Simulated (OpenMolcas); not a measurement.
Ni4+: moving or changing the point charges

Ni4+ among 6 point charges of -1.5 e arranged as a tetragonal octahedron (D4h), 2.14 Å from the ion, with the axial distance 1.926 Å.
```
   2.1400    0.0000    0.0000  -1.50
   0.0000    2.1400    0.0000  -1.50
  -2.1400    0.0000    0.0000  -1.50
   0.0000   -2.1400    0.0000  -1.50
   0.0000    0.0000    1.9260  -1.50
   0.0000    0.0000   -1.9260  -1.50
```

```yaml
Program: OpenMolcas 26.06
Method: "SS-CASPT2, IPEA 0.25 Eh, imaginary shift 0.1 Eh (closed shells correlated: 3s 3p)"
Basis: ANO-RCC-VDZP [5s4p2d1f]
Scalar_Hamiltonian: DKH2, point nucleus
Active_space: 6 electrons in 5 orbitals (3d)
State_averaging: 2S+1 = 5 even, 5 roots; 2S+1 = 3 even, 45 roots; 2S+1 = 1 even, 50 roots
Spin-orbit_coupling: state interaction with AMFI integrals over the reference wave functions
```

Runs around this geometry, states (labels of D4, the rotations of D4h). Energies in cm-1 above the lowest state or level, χT in cm3 K/mol.

```json
{"R (Å)": "2.14", "q (e)": "-0.98", "Axial / equatorial distance": "0.9", "Ground state": "5B2", "First state of that spin": "5E 880", "First gap with spin-orbit (degeneracies)": "2 (1, 1)", "χT at 300 K": "5.078", "First state of another spin": "3A2 28110"}
{"R (Å)": "1.95", "q (e)": "-1.5", "Axial / equatorial distance": "0.9", "Ground state": "5B2", "First state of that spin": "5E 1710", "First gap with spin-orbit (degeneracies)": "2 (1, 1)", "χT at 300 K": "4.306", "First state of another spin": "3A2 28490"}
{"R (Å)": "2.14", "q (e)": "-1.5", "Axial / equatorial distance": "0.9", "Ground state": "5B2", "First state of that spin": "5E 1350", "First gap with spin-orbit (degeneracies)": "2 (1, 1)", "χT at 300 K": "4.693", "First state of another spin": "3A2 28600"}
{"R (Å)": "2.35", "q (e)": "-1.5", "Axial / equatorial distance": "0.9", "Ground state": "5B2", "First state of that spin": "5B1 950", "First gap with spin-orbit (degeneracies)": "2 (1, 1)", "χT at 300 K": "5.043", "First state of another spin": "3A2 28180"}
{"R (Å)": "2.14", "q (e)": "-1.5", "Axial / equatorial distance": "0.97", "Ground state": "5B2", "First state of that spin": "5E 350", "First gap with spin-orbit (degeneracies)": "18 (2, 1)", "χT at 300 K": "5.004", "First state of another spin": "3A2 27980"}
```

Scaling the charges by -0.98 / -1.5 = 0.65 scales the first state of the same spin by 880 / 1350 = 0.65; with fixed orbitals a first-order splitting would follow the charge.

Roots that are degenerate in the reference are averaged as groups; the widest CASPT2 spread within a group is 380 cm-1 (the 2-fold group of multiplicity 1 near 43300 cm-1 above the lowest state of its run, R = 2.35, q = -1.5, ratio = 0.9). Shifts and gaps below about the spread of the groups concerned are not significant. Point charges give a weaker field than real ligands, and real ions of this kind are often low spin; the high spin found here belongs to the model. Free-ion shares, where given, are those of the reference states; single-state CASPT2 does not remix them. The ground term spreads over less than 5000 cm-1, several times less than with real ligands, so orbital moments are less quenched and χT lies further from the spin-only value than at real sites (holds for R = 2.14, q = -0.98, ratio = 0.9; R = 2.14, q = -1.5, ratio = 0.9; R = 2.35, q = -1.5, ratio = 0.9; R = 2.14, q = -1.5, ratio = 0.97). Spin-orbit coupling mixes the spin-free states strongly: the lowest level takes only 49 % from its leading state, 5B2 (holds for R = 2.14, q = -1.5, ratio = 0.97). This is an electrostatic model: the charges have no orbitals. No measured value stands beside these numbers.
